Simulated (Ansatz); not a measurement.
`[CH3][AlH][Cl]` and `[CH3][InH][Cl]` differ in one element.

Ansatz, PBE0-D4/def2-TZVP geometries, multiplicity 1. 

Elements past krypton have def2 core potentials.

```tsv
property	`[CH3][AlH][Cl]`
LUMO energy (B3LYP/def2-TZVPP) / eV	-1.34
HOMO energy (ωB97M-V/def2-TZVPP) / eV	-10.42
LUMO energy (PBE/def2-TZVPP) / eV	-1.90
LUMO energy (PBE0/def2-TZVPP) / eV	-1.13
LUMO energy (ωB97M-V/def2-TZVPP) / eV	0.49
HOMO energy (B3LYP/def2-TZVPP) / eV	-7.99
```

(1) What does the change do to each property? (An estimate is asked.)

## Answers

(1) The calculation gave: 
| property | `[CH3][InH][Cl]` | shift |
| --- | --- | --- |
| LUMO energy (B3LYP/def2-TZVPP) / eV | -1.88 | -0.54 |
| HOMO energy (ωB97M-V/def2-TZVPP) / eV | -10.06 | 0.36 |
| LUMO energy (PBE/def2-TZVPP) / eV | -2.31 | -0.41 |
| LUMO energy (PBE0/def2-TZVPP) / eV | -1.59 | -0.46 |
| LUMO energy (ωB97M-V/def2-TZVPP) / eV | -0.11 | -0.60 |
| HOMO energy (B3LYP/def2-TZVPP) / eV | -7.63 | 0.36 |

With PBE0 the HOMO rises by 0.34 eV and the LUMO falls by 0.46 eV, so the gap narrows by about 0.80 eV. PBE moves the HOMO by 0.32 eV and ωB97M-V by 0.36 eV.

B3LYP here is the variant with VWN-RPA as its local correlation; programs differ in this.
